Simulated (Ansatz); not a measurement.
A nudged elastic band was laid between two geometries of CH$_{5}$BrSeSi (9 atoms, charge 0, multiplicity 1).

Computed with RKS BLYP-D4/def2-SVP (Ansatz).

```yaml
movable_images: 7
climbing_image: yes
spring: 5.0 eV/Å²
optimiser: quadratic models (default)
start_path: through a guess of the saddle point
force_threshold: 0.03 eV/Å
iteration_limit: 60
end_points: relaxed
```

Image 0:

```xyz
9
Properties=species:S:1:pos:R:3
C -0.753 0.818 -0.484
Si -0.076 -0.713 0.384
Se 1.902 -0.283 1.502
Br 0.147 -2.350 -1.179
H -0.917 1.630 0.253
H -1.714 0.582 -0.985
H -0.039 1.176 -1.252
H -0.991 -1.229 1.449
H 2.531 0.324 0.295
```

Image 8:

```xyz
9
Properties=species:S:1:pos:R:3
C -0.894 0.695 -0.629
Si -0.967 -1.168 -0.081
Se 1.332 -0.930 1.487
Br 0.474 -2.061 -1.746
H -1.223 1.360 0.198
H -1.632 0.814 -1.454
H 0.087 1.041 -1.015
H 0.929 0.056 2.538
H 1.984 0.147 0.686
```

**Question.** What changes between the two ends?

**Answer.** Bonds broken: Si2–H8. Bonds formed: Se3–H8.

**Question.** Give the energies along the band, and the barrier.

**Answer.** The forces met the threshold. The highest image is number 4 of 0 to 8, 2.15 eV above the first end and 0.30 eV above the last; the last end lies 1.86 eV above the first. Neighbouring images differ by up to 1.7 eV, so the band resolves the path poorly. A vibrational analysis at the climbing image gives one clearly imaginary mode, 384i cm⁻¹: a first-order saddle point. The orbitals stay closed-shell, which can raise the energy where a bond breaks towards radicals; this wasn't checked here.

```csv
image,path coordinate (Å),energy (eV),Si2–H8 (Å),Se3–H8 (Å)
0,0.00,0.00,1.50,3.04
1,1.00,0.05,1.50,3.12
2,1.99,0.06,1.50,3.21
3,2.99,0.49,1.47,2.71
4,3.99,2.15,1.66,1.80
5,4.89,2.02,2.67,1.49
6,5.79,1.89,3.41,1.49
7,6.69,1.88,3.42,1.49
8,7.59,1.86,3.46,1.50
```

**Question.** What is the geometry of the highest image?

**Answer.** 
```xyz
9
Properties=species:S:1:pos:R:3
C -0.738 0.782 -0.675
Si -0.665 -0.889 0.249
Se 2.045 -0.555 1.147
Br -0.290 -2.475 -1.356
H -0.699 1.621 0.049
H -1.703 0.840 -1.222
H 0.088 0.884 -1.404
H 0.362 -1.055 1.540
H 1.688 0.800 1.656
```

Time of the run: 3.4 min on 2 threads of Intel(R) Xeon(R) Platinum 8488C (Sapphire Rapids), on a shared host, peak memory 0.19 GiB.
